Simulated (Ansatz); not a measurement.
Cu₂Au, relaxed as a doublet with UKS PBE0-D4/def2-TZVP in Ansatz, starting from the GFN1-xTB geometry. Force threshold 0.02 eV/Å.

In the def2 sets Au takes a core potential; there is no spin–orbit coupling. The relaxation made no stability test and no search for a lower SCF solution. The structure comes from a short search, and lower isomers may exist.

Start:

```xyz
3

Au   -1.3015    0.1408    0.6970
Cu    0.2855   -1.0205   -0.8402
Cu    1.0160    0.8797    0.1433
```

```json
{"step": "1", "energy (eV)": "-92962.7229", "largest force component (eV/Å)": "0.514", "SCF passes": "24"}
{"step": "2", "energy (eV)": "-92962.7436", "largest force component (eV/Å)": "0.220", "SCF passes": "33"}
{"step": "3", "energy (eV)": "-92962.7484", "largest force component (eV/Å)": "0.026", "SCF passes": "35"}
{"step": "4", "energy (eV)": "-92962.7485", "largest force component (eV/Å)": "0.001", "SCF passes": "34"}
```

Force components are those of the run's own axes.

End:

```xyz
3

Au   -1.3181    0.1422    0.7056
Cu    0.2817   -1.0516   -0.8602
Cu    1.0364    0.9094    0.1545
```

By distances, no bond broke or formed. The bond that changes most is Cu2–Cu3, from 2.26 to 2.33 Å (atoms count from 1).

No frequencies were taken in this run, so the end may be a saddle point.

Run time 16 s (4 threads of Arm Neoverse V2 on a shared host).
